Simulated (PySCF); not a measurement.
Isomers of C7H12O3, mass 144.079 u with the commonest isotopes. Level of theory: PBE0/pcSseg-1 in PySCF (dipole) on a GFN2-xTB geometry, gas phase. One conformer each, none proved a minimum here; rigid rotors.

Question: Order these by rotational constant B, smallest first.
A. `[CH3:1]/[CH:2]=[C:3](/[CH3:4])[C@H:5]([O:6][CH3:7])[O:8][CH:9]=[O:10]` with C2–C3–C5–O6 -139°, C3–C5–O6–C7 170°, C3–C5–O8–C9 -109°, C5–O8–C9–O10 1°
B. `[CH2:1]=[CH:2][CH2:3][O:4][C:5](=[O:6])[C@@H:7]([CH3:8])[O:9][CH3:10]` with C1–C2–C3–O4 121°, C2–C3–O4–C5 80°, C3–O4–C5–O6 2°, O4–C5–C7–C8 65°, C5–C7–O9–C10 69°
C. `[CH3:1][O:2][CH2:3][C@@H:4]1[CH2:5][O:6][CH2:7][CH2:8][C:9]1=[O:10]` with C1–O2–C3–C4 179°, O2–C3–C4–C5 -62°, C3–C4–C5–O6 -179°, C4–C5–O6–C7 62°, C5–O6–C7–C8 -61°, O6–C7–C8–C9 56°

Answer: B (664.8 MHz), C (829.9 MHz), A (1203 MHz).

Question: Order these by rotational constant A, smallest first.
A. `[CH3:1][O:2][CH2:3][C@@H:4]1[CH2:5][O:6][CH2:7][CH2:8][C:9]1=[O:10]` with C1–O2–C3–C4 179°, O2–C3–C4–C5 -62°, C3–C4–C5–O6 -179°, C4–C5–O6–C7 62°, C5–O6–C7–C8 -61°, O6–C7–C8–C9 56°
B. `[CH2:1]=[CH:2][CH2:3][O:4][C:5](=[O:6])[C@@H:7]([CH3:8])[O:9][CH3:10]` with C1–C2–C3–O4 121°, C2–C3–O4–C5 80°, C3–O4–C5–O6 2°, O4–C5–C7–C8 65°, C5–C7–O9–C10 69°
C. `[CH3:1]/[CH:2]=[C:3](/[CH3:4])[C@H:5]([O:6][CH3:7])[O:8][CH:9]=[O:10]` with C2–C3–C5–O6 -139°, C3–C5–O6–C7 170°, C3–C5–O8–C9 -109°, C5–O8–C9–O10 1°
D. `[CH3:1][C@H:2]([OH:3])[C:4](=[O:5])[O:6][CH:7]1[CH2:8][CH2:9][CH2:10]1` with C1–C2–O3–H -101°, C1–C2–C4–O5 108°, C2–C4–O6–C7 178°, C4–O6–C7–C8 128°, O6–C7–C8–C9 128°, C7–C8–C9–C10 -11°, C8–C9–C10–C7 11°, O6–C7–C10–C9 -128°

Answer: C (1371 MHz), A (2448 MHz), B (2944 MHz), D (3280 MHz).

Question: Order these by rotational constant C, largest first.
A. `[CH2:1]=[CH:2][CH2:3][O:4][C:5](=[O:6])[C@@H:7]([CH3:8])[O:9][CH3:10]` with C1–C2–C3–O4 121°, C2–C3–O4–C5 80°, C3–O4–C5–O6 2°, O4–C5–C7–C8 65°, C5–C7–O9–C10 69°
B. `[CH3:1][O:2][CH2:3][C@@H:4]1[CH2:5][O:6][CH2:7][CH2:8][C:9]1=[O:10]` with C1–O2–C3–C4 179°, O2–C3–C4–C5 -62°, C3–C4–C5–O6 -179°, C4–C5–O6–C7 62°, C5–O6–C7–C8 -61°, O6–C7–C8–C9 56°
C. `[CH3:1]/[CH:2]=[C:3](/[CH3:4])[C@H:5]([O:6][CH3:7])[O:8][CH:9]=[O:10]` with C2–C3–C5–O6 -139°, C3–C5–O6–C7 170°, C3–C5–O8–C9 -109°, C5–O8–C9–O10 1°

Answer: C (840.1 MHz), B (655.7 MHz), A (602.1 MHz).

```
                SMILES  point group  Ia (u·Å²)  Ib (u·Å²)  Ic (u·Å²)      κ  μa (D)  μb (D)  μc (D)
 C=CCOC(=O)[C@@H](C)OC           C1     171.67     760.17     839.31  -0.95    1.23    0.55    1.94
 C[C@H](O)C(=O)OC1CCC1           C1     154.06     773.11     829.59  -0.97    2.97    1.42    0.12
C/C=C(/C)[C@H](OC)OC=O           C1     368.58     420.09     601.59   0.37    0.49    0.88    0.03
    COC[C@@H]1COCCC1=O           C1     206.42     608.99     770.69  -0.81    0.19    0.53    0.03
```
